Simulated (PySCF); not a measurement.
Species: TMS, C₄H₁₂Si.
SMILES: `C[Si](C)(C)C`

Jobs on this species (17 atoms, 50 electrons) with PySCF (density fitting). Hardware of each: one thread of an Intel Xeon at 2.30 GHz, on a shared host. Times come from a shared host and carry two figures at best. Peak memory is the resident size of the whole Python process, interpreter and libraries included.

Task: Rank these jobs by wall time, shortest first.
A. HSE06/def2-SVPD; shieldings; 200 basis functions
B. PW91/def2-SVPD; shieldings; 200 basis functions
C. HF/aug-pcSseg-1; shieldings; 245 basis functions

Result: C (12 s), B (24 s), A (40 s).

All jobs:

```
level and settings        work  basis functions  SCF cycles  wall time  peak memory
   HF/aug-pcSseg-1  shieldings              245           8       12 s      1.3 GiB
   X3LYP/def2-SVPD  shieldings              200          10       16 s      1.2 GiB
 HCTH407/def2-SVPD  shieldings              200          12       22 s      1.1 GiB
   wB97X/def2-SVPD  shieldings              200          10       22 s      1.3 GiB
    PW91/def2-SVPD  shieldings              200          12       24 s      1.1 GiB
  revPBE/def2-SVPD  shieldings              200          12       28 s      1.1 GiB
    OLYP/def2-SVPD  shieldings              200          12       29 s      1.1 GiB
 LC-wPBE/def2-SVPD  shieldings              200          10       33 s      1.2 GiB
   HSE06/def2-SVPD  shieldings              200          12       40 s      1.2 GiB
```

Task: What do all jobs in the table cost together?

Result: About 3.8 min; the longest takes about 18 % of that, and about 3.3 times as long as the shortest.
